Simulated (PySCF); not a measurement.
**Broadened absorption spectrum of C2H10FNSi2**

Species: C2H10FNSi2.
Z-matrix (Å and degrees, GFN2-xTB geometry), rows numbered from 1:
```
C 
N   1  1.4538
Si  2  1.7396  1  115.67
Si  2  1.7280  1  115.10  3  -166.17
C   4  1.8815  2  113.97  1   177.45
F   4  1.6239  2  108.36  1    58.58
H   1  1.0928  2  111.24  3    82.65
H   1  1.0893  2  110.21  3   -37.54
H   1  1.0891  2  110.36  3  -157.50
H   3  1.4665  2  106.06  1    47.25
H   3  1.4699  2  111.79  1   -71.77
H   3  1.4581  2  107.27  1   166.34
H   4  1.4595  2  108.98  1   -52.88
H   5  1.0834  4  111.81  2    57.74
H   5  1.0852  4  111.69  2   -63.52
H   5  1.0853  4  109.59  2   177.17
```

Method used: TDDFT CAM-B3LYP/def2-SVPD, vertical, gas phase, core orbitals frozen in the response in PySCF 2.14.0, density-fitted response routines.

Computed states:

| state | E (eV) | f |
| --- | --- | --- |
| S1 | 6.52 | 0.0005 |
| S2 | 7.13 | 0.0088 |
| S3 | 7.28 | 0.025 |
| S4 | 7.45 | 0.039 |
| S5 | 7.91 | 0.028 |
| S6 | 8.02 | 0.045 |
| S7 | 8.23 | 0.024 |
| S8 | 8.43 | 0.0086 |

Broadening: Gaussians 0.3 eV wide at half height, area fixed by f = 4.319×10⁻⁹ ∫ε dν̃. The width is an assumption, not a result. The curve ends short of the highest state used, and states not computed would add to its high-energy end.

Question: Give the broadened spectrum and its maxima.

Answer: 
(λ (nm), ε (L mol⁻¹ cm⁻¹)): (158.4, 3414), (160.4, 1606), (162.4, 1638), (164.4, 3119), (166.4, 4518), (168.4, 4740), (170.4, 3986), (172.4, 2862), (174.3, 1815), (176.3, 948), (178.3, 401), (180.3, 133), (182.3, 37), (184.3, 18), (186.3, 27), (188.2, 39), (190.2, 44), (192.2, 37), (194.2, 24), (196.2, 12), (198.2, 5), (200.2, 2), (202.2, 0), (204.1, 0)

Maxima: 190 nm (6.52 eV), ε about 44, made up of S1 (100%); 168 nm (7.39 eV), ε about 4800, made up of S3 (32%) and S4 (66%) (ε in L mol⁻¹ cm⁻¹; maxima over ε = 5, shares over 10%). At its high-energy end, 7.83 eV, the curve is still rising (ε about 3500, from S5 and S6).

Question: On this curve, what absorbance would a 10⁻⁵ mol/L sample give at 193 nm over a 1 cm path?

Answer: 193 nm is 6.424 eV, where ε is about 33 L mol⁻¹ cm⁻¹, so A = ε c l ≈ 0.00033 (Beer–Lambert, with the gas-phase spectrum and the assumed width).

Question: Coming from long wavelengths, where does ε first pass 100 L mol⁻¹ cm⁻¹?

Answer: At about 181 nm (6.86 eV), 0.34 eV above S1.

Question: What would ε be at 7.39 eV, the highest of these maxima, with half the width (0.15 eV)?

Answer: About 5430 L mol⁻¹ cm⁻¹ against 4800, a factor of about 1.1; a lone state at its own centre would give exactly 2.

One conformer stands for the species.

Without π bonds the low states are Rydberg-like; a valence basis with one diffuse set may place them up to an eV too high.
